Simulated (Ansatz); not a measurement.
`OB(Br)O[SiH3]` + CH₃OH → `COB(O)Br` + `O[SiH3]`  (ligand exchange at a B–O bond)

Calculated with Ansatz (gas phase, PBE0-D4/def2-TZVP geometries, no zero-point term in ΔE). CCSD(T)/CBS adds triple-zeta CCSD(T) − MP2 to the extrapolated MP2 energy (def2 sets, frozen cores). This one scheme is used for every species. For Br outer-core shells are correlated without core-valence functions, which leaves a few kJ/mol of doubt a bond. Scalar relativity is left out up to krypton. One conformer a species, not always the lowest.

| species | CCSD(T)/CBS(def2) energy (Eh) |
| --- | --- |
| `OB(Br)O[SiH3]` | -3040.13124 |
| CH₃OH | -115.61712 |
| `COB(O)Br` | -2789.05740 |
| `O[SiH3]` | -366.69042 |

(1) Work out ΔE.

Largest T1 diagnostic among the species: 0.011.

## Answers

(1) ΔE = (-2789.05740) + (-366.69042) − (-3040.13124) − (-115.61712) = 0.00054 Eh = +0.3 kcal/mol.

Leaving LDA and LC-ωPBE aside and taking each functional with its dispersion term where it has one, the values, not all of them listed here, spread over 1.1 kcal/mol, from PBE-D4 to BHLYP-D4. In def2-TZVPP, CCSD(T) changes the Hartree–Fock value by −0.9 kcal/mol (the triples alone add −0.2 kcal/mol) and MP2 by −1.3 kcal/mol.
